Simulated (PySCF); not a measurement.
Task: Write Cartesian coordinates for `Cn1ccc[n+]1C` as optimised with GFN2-xTB. (Charge +1.)

Result: 
```xyz
16
C5H9N2 angstrom
C     -1.519   -1.066    0.033
N     -0.145   -0.656    0.021
C      0.949   -1.421    0.047
C      2.060   -0.595    0.021
C      1.562    0.695   -0.021
N      0.228    0.633   -0.021
C     -0.714    1.712   -0.058
H     -2.036   -0.665    0.906
H     -2.033   -0.728   -0.869
H     -1.563   -2.152    0.072
H      0.894   -2.491    0.081
H      3.088   -0.893    0.033
H      2.087    1.630   -0.052
H     -1.348    1.707    0.831
H     -0.171    2.654   -0.092
H     -1.348    1.644   -0.944
```

Orientation and origin are arbitrary. Atoms count from 1 in this order. Of the pairs four or more bonds apart, C1···H16 is among the closest relative to their van der Waals radii: 2.89 Å, 100 % of the sum of Bondi's values. N2 (nitrogen bonded to 2 C and N) is planar (angles 128.4°, 122.8° and 108.8°, sum 360.0°, 0.00 Å off the plane of its three neighbours). The 4 C–N bonds span 1.335 Å (C5–N6, aromatic) to 1.433 Å (C1–N2, drawn single), a spread of 0.098 Å. The 7 heavy atoms lie in one plane (0.000 Å rms).

Bonds between heavy atoms (Å): C1–N2 1.433, N2–C3 1.335, C3–C4 1.384, C4–C5 1.384, C5–N6 1.335, N6–C7 1.433, N2–N6 1.342.

The geometry is computed with GFN2-xTB (gas phase).

Point group: C2v (tolerance 0.08 Å). GFN2-xTB frequencies: not computed here.
